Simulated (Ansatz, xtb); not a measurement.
## Isomers of CH7NOSi+ in order of energy

4 gas-phase structures of CH7NOSi+, from a drawn sample of its isomers (lower ones may exist). Each was relaxed with GFN2-xTB; where two conformers were screened, the lower at r2SCAN-D4/def2-SVP//GFN2-xTB is listed:

A. the doublet with the links of `C[NH+][SiH2]O`
B. the doublet with the links of `C[Si@H]([NH2+])O`
C. the doublet with the links of `CO[SiH2][NH2+]`
D. a doublet given by its coordinates

D (Å):

```xyz
11

C    -1.5421   -0.0941    1.3366
N    -2.1051    1.0404    1.8323
O    -1.0306   -2.8939    1.7511
Si   -1.9265   -1.8263    2.5074
H    -1.6472    1.5696    2.5582
H    -3.0655    1.2722    1.6308
H    -0.4569   -0.0830    1.3528
H    -1.9507   -0.3924    0.3760
H    -3.3694   -1.9427    2.3816
H    -1.2892   -1.4561    3.7575
H    -1.1567   -3.7474    1.3393
```

Close contacts (Å): C1–N2 1.36, C1–Si4 2.13, O3–Si4 1.59, C1–H7 1.09, C1–H8 1.09, N2–H5 1.01, N2–H6 1.01, O3–H11 0.96, Si4–H9 1.45, Si4–H10 1.45.

Task: Estimate their order in r2SCAN-D4/def2-SVP//GFN2-xTB energy at these geometries, lowest first.

Result: Calculated order at r2SCAN-D4/def2-SVP//GFN2-xTB: B (0.000), A (0.145), D (0.396), C (1.056) eV.

Energies above the lowest of each column, in eV; the last columns are at r2SCAN-D4/def2-SVP geometries and were run for some of them only (a dash: not run or not comparable):

```
structure  GFN2-xTB  HF/STO-3G  r2SCAN-D4/def2-SVP//GFN2-xTB  r2SCAN-D4/def2-SVP  CCSD(T)/def2-SVP + ΔMP2/def2-TZVPP
        B     0.466      0.722                         0.000               0.000                               0.000
        A     0.000      0.000                         0.145               0.303                               0.343
        D     0.438      1.623                         0.396               0.543                                   –
        C     0.635      1.010                         1.056                   –                                   –
```

CCSD(T)/def2-SVP + ΔMP2/def2-TZVPP puts B lowest of those it was run on; GFN2-xTB picks A, HF/STO-3G picks A. Flexible structures stand in one conformer each, not always the lowest. Frequencies (r2SCAN-D4/def2-SVP) were run for A, B alone. The ΔMP2 step shifts differences by up to 0.148 eV, which makes them less sure. Open shells are spin-unrestricted. ΔMP2 is the change of the MP2 energy from the smaller to the larger basis.

Over these structures GFN2-xTB departs from r2SCAN-D4/def2-SVP//GFN2-xTB by 0.268 eV on average once a common shift is removed. A GFN2-xTB relaxation took about 0.36 s and the r2SCAN-D4/def2-SVP//GFN2-xTB energy about 5.7 s on a shared host (Ansatz 0.2.0, xtb 6.7.1).
